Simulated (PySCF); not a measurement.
## What each rung costs, and what it gives

Saddle point of GaNH₄, closed shell (GaNH₄ ([NH2][GaH2]) → GaNH₂ ([NH][GaH]) + H₂; bonds formed: H2–H4; bonds broken: Ga1–H2, N3–H4), PBE0-D4/def2-TZVP structure:

Ga1  (-0.418, -0.679, 0.153)
H2  (1.378, -0.160, 0.646)
N3  (-0.236, 0.921, -0.536)
H4  (1.000, 0.544, 0.155)
H5  (-0.815, -2.085, 0.653)
H6  (-0.909, 1.459, -1.070)
(Å)

Barriers are electronic and count from the start structure reached by relaxing down the imaginary mode.

PySCF 2.14 with density fitting (its default auxiliary sets; JK sets also for MP2 and CCSD(T)); basis: as named in each row; cores frozen in the correlated methods. Filled d shells of the heavier atoms are correlated. The def2 sets are not built for correlating such inner shells, so the correlated values are less sure here. B3LYP uses VWN-RPA correlation. Extrapolation: Hartree–Fock as exp(−7.88 √X), correlation as X^−2.97.

Times are rough, for one single point on 4 threads of a shared host (AMD EPYC).

The estimate by CCSD(T) at an estimated basis limit (MP2 extrapolated from triple and quadruple zeta, plus CCSD(T) − MP2 in triple zeta) is 76.63 kcal/mol.

```csv
method,basis,time (s),barrier (kcal/mol),method less estimate
HF,STO-3G,2,121.13,44.49
MP2,def2-QZVPP,5,74.36,-2.27
B3LYP-D4,6-31G,5,83.30,6.67
PBE0-D4,def2-SVP,5,76.76,0.12
PBE-D4,def2-SVP,7,68.52,-8.11
SPW92,def2-TZVPP,9,66.67,-9.96
PBE0-D4,def2-TZVPP,11,75.47,-1.17
B3LYP-D4,def2-TZVPP,12,75.14,-1.49
CCSD(T),def2-SVP,13,79.43,2.80
BHLYP-D4,def2-TZVPP,13,83.63,7.00
PBE-D4,def2-TZVPP,16,67.95,-8.69
r2SCAN-D4,def2-TZVPP,25,73.24,-3.39
CCSD(T),def2-TZVPP,140,76.73,0.10
wB97M-V,def2-TZVPP,190,78.73,2.10
```

All methods are single points on the PBE0-D4 structures.

No T1 diagnostic of these runs exceeds 0.025. The restricted Hartree–Fock reference is unstable towards an unrestricted one at one or more of these structures.

Labels in which every atom is bracketed show which atoms are joined, not bond orders.
